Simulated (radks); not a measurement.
The numbers below are computed, except where a source is named.
The nuclear charge of the magnesium ion Mg2+ is varied continuously with 10 electrons held in [Ne]. Level of theory: non-relativistic Kohn-Sham, SCAN, spin-polarised, spherical densities, point nucleus; meta-GGA in the generalised Kohn-Sham scheme (a radial shooting solver on a logarithmic mesh with Libxc functionals). By the Hellmann-Feynman theorem dE/dZ = E(electron-nucleus)/Z, the electronic potential at the nucleus.

Z     E (hartree)  E(electron-nucleus)/Z (hartree)  HOMO  e(HOMO) (eV)  <r> HOMO (bohr)
11.5   -180.16614                         -37.1618    2p       -51.831           0.7347
11.6   -183.90241                         -37.5637    2p       -54.936           0.7233
11.7   -187.67886                         -37.9656    2p       -58.112           0.7123
11.8   -191.49553                         -38.3673    2p       -61.359           0.7016
11.9   -195.35234                         -38.7690    2p       -64.677           0.6913
12     -199.24932                         -39.1707    2p       -68.066           0.6813
12.1   -203.18644                         -39.5722    2p       -71.525           0.6716
12.2   -207.16372                         -39.9737    2p       -75.055           0.6621
12.3   -211.18121                         -40.3752    2p       -78.655           0.6530
12.4   -215.23879                         -40.7765    2p       -82.325           0.6441
12.5   -219.33650                         -41.1779    2p       -86.065           0.6355
12.6   -223.47434                         -41.5792    2p       -89.875           0.6271
12.7   -227.65230                         -41.9804    2p       -93.755           0.6190
12.8   -231.87039                         -42.3816    2p       -97.706           0.6111
12.9   -236.12860                         -42.7827    2p       -101.73           0.6034
13     -240.42698                         -43.1838    2p       -105.81           0.5958

The central difference of E at Z = 12 is -39.170 hartree, to compare with the third column; the second derivative is -4.02 hartree.
